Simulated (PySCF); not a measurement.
Vertical excitations of a molecule CH9ClOSi3 from PySCF 2.14.0 with TDA-PBE0/def2-SVPD, as energy in eV (oscillator strength): 6.06 (0.027), 6.39 (0.039), 6.48 (0.023), 6.59 (0.006), 6.77 (0.001), 6.96 (0.028). Lowest triplet (TDA): 5.33 eV. The structure is a stationary point at PBE0-D3(BJ)/def2-SVP. Other conformers were not sampled.

Q: Which molecule gave these data?
A) C[Si@@H](O)[SiH2][SiH2]Cl
B) O[Si@H](C[SiH3])[SiH2]Cl
C) C[SiH2][Si@H](Cl)[SiH2]O
D) C[Si@@H](Cl)[SiH2][SiH2]O

A: D, C[Si@@H](Cl)[SiH2][SiH2]O
